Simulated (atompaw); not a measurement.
**Pseudopotential generation for P: PAW (atompaw), PBE, scalar-relativistic.**

P, PAW, made with atompaw 4.2.0.5 (PBE, scalar-relativistic). Core [Ne], reference 3s1.5 3p3.5. Waves: 3s (bound): rc 1.40 bohr; 3s channel at -0.75 Ry: rc 1.40 bohr; 3p (bound): rc 1.40 bohr; 3p channel at 0.45 Ry: rc 1.40 bohr. Local part: bessel scheme, radius 0.98 bohr. Core correction: smooth core density matched at 0.98 bohr. Augmentation charge: besselshape compensation charge, radius 1.12 bohr; PAW radius 1.40 bohr; waves and projectors: custom rrkj vanderbiltortho.

Q: Does the generator finish with these settings?

A: Yes, a potential is produced.

Q: Estimate the cutoffs (Ry, on a coarse ladder) from which the occupation-weighted sum of valence levels, in a spherical-Bessel basis at the reference potential, stays within 10 and 1 mRy of its value at 400 Ry.

A: 18 Ry and 30 Ry.

Q: What does a ghost test show?

A: No extra level below or beside the all-electron valence levels (s, p, d, f tested).

Q: Is the overlap operator S = 1 + Σ q|β⟩⟨β| positive definite (Bessel basis up to 400 Ry)?

A: Yes: its lowest eigenvalue is 0.53 (s channel).
